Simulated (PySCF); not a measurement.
HF5OW, charge -1, doublet, at a GFN2-xTB geometry (such geometries of metal compounds can be far from the true shape) (the multiplicity is a formal guess) (core potentials on W); HF/def2-SVP (PySCF).

PySCF was given this input:
```python
from pyscf import gto, scf

mol = gto.Mole()
mol.atom = '''
    W     0.005053   -0.010379    0.002400
    F    -0.803754    1.650851   -0.381702
    F     1.532246    0.986578    0.833910
    F     0.916857    0.082543   -1.780191
    F    -0.952892   -0.008530    1.763078
    F    -1.568281   -0.912565   -0.851023
    O     0.788411   -1.619337    0.374415
    H     1.201173   -2.467120    0.570435
'''
mol.basis = 'def2-svp'
mol.ecp = {'W': 'def2-svp'}
mol.charge = -1
mol.spin = 1
mol.verbose = 4
mol.build()

mf = scf.UHF(mol)
mf.kernel()
```

The log (banner, timings and long lists left out):

```
PySCF version 2.14.0

[INPUT] verbose = 4
[INPUT] num. atoms = 8
[INPUT] num. electrons = 69
[INPUT] charge = -1
[INPUT] spin (= nelec alpha-beta = 2S) = 1
[INPUT] symmetry False subgroup None
[INPUT] Mole.unit = angstrom
[INPUT] Symbol           X                Y                Z      unit          X                Y                Z       unit  Magmom
[INPUT]  1 W      0.005053000000  -0.010379000000   0.002400000000 AA    0.009548786107  -0.019613467447   0.004535342699 Bohr   0.0
[INPUT]  2 F     -0.803754000000   1.650851000000  -0.381702000000 AA   -1.518874931524   3.119656262464  -0.721312241199 Bohr   0.0
[INPUT]  3 F      1.532246000000   0.986578000000   0.833910000000 AA    2.895525295460   1.864362220521   1.575861512536 Bohr   0.0
[INPUT]  4 F      0.916857000000   0.082543000000  -1.780191000000 AA    1.732608625390   0.155983663500  -3.364073439416 Bohr   0.0
[INPUT]  5 F     -0.952892000000  -0.008530000000   1.763078000000 AA   -1.800704906289  -0.016119363843   3.331734556246 Bohr   0.0
[INPUT]  6 F     -1.568281000000  -0.912565000000  -0.851023000000 AA   -2.963621576359  -1.724497920864  -1.608200395706 Bohr   0.0
[INPUT]  7 O      0.788411000000  -1.619337000000   0.374415000000 AA    1.489880863594  -3.060103433375   0.707541806929 Bohr   0.0
[INPUT]  8 H      1.201173000000  -2.467120000000   0.570435000000 AA    2.269887998222  -4.662181116437   1.077965921866 Bohr   0.0

nuclear repulsion = 425.091629757905
number of shells = 51
number of NR pGTOs = 208
number of NR cGTOs = 121
basis = def2-svp
ecp = {'W': 'def2-svp'}

******** <class 'pyscf.scf.uhf.UHF'> ********
method = UHF
initial guess = minao
damping factor = 0
level_shift factor = 0
DIIS = <class 'pyscf.scf.diis.CDIIS'>
diis_start_cycle = 1
diis_space = 8
diis_damp = 0
SCF conv_tol = 1e-09
SCF conv_tol_grad = None
SCF max_cycles = 50
direct_scf = True
direct_scf_tol = 1e-13
number electrons alpha = 35  beta = 34
Set gradient conv threshold to 3.16228e-05
init E= -624.695919743389

cycle= 1 E= -638.503061263644  delta_E= -13.8  |g|= 1.06  |ddm|= 5.34
cycle= 2 E= -638.625108327999  delta_E= -0.122  |g|= 0.816  |ddm|=  1.3
cycle= 3 E= -638.860178716531  delta_E= -0.235  |g|= 0.0897  |ddm|= 0.575
cycle= 4 E= -638.863675893937  delta_E= -0.0035  |g|= 0.0177  |ddm|= 0.108
cycle= 5 E= -638.863936697227  delta_E= -0.000261  |g|= 0.0077  |ddm|= 0.0249
cycle= 6 E= -638.863988295972  delta_E= -5.16e-05  |g|= 0.00333  |ddm|= 0.0112
cycle= 7 E= -638.863999894113  delta_E= -1.16e-05  |g|= 0.00154  |ddm|= 0.00449
cycle= 8 E= -638.864004461018  delta_E= -4.57e-06  |g|= 0.000658  |ddm|= 0.00364
cycle= 9 E= -638.864005258966  delta_E= -7.98e-07  |g|= 0.000369  |ddm|= 0.0014
cycle= 10 E= -638.864005490558  delta_E= -2.32e-07  |g|= 0.000152  |ddm|= 0.000796
cycle= 11 E= -638.864005538997  delta_E= -4.84e-08  |g|= 6.43e-05  |ddm|= 0.000381
cycle= 12 E= -638.864005547718  delta_E= -8.72e-09  |g|= 2.94e-05  |ddm|= 0.000155
cycle= 13 E= -638.864005549472  delta_E= -1.75e-09  |g|= 1.28e-05  |ddm|= 7.29e-05
cycle= 14 E= -638.864005549772  delta_E= -3.01e-10  |g|= 4.64e-06  |ddm|= 3.62e-05
Extra cycle  E= -638.864005549793  delta_E= -2.05e-11  |g|= 3.26e-06  |ddm|= 6.25e-06
converged SCF energy = -638.864005549793  <S^2> = 0.75524844  2S+1 = 2.0052416
```
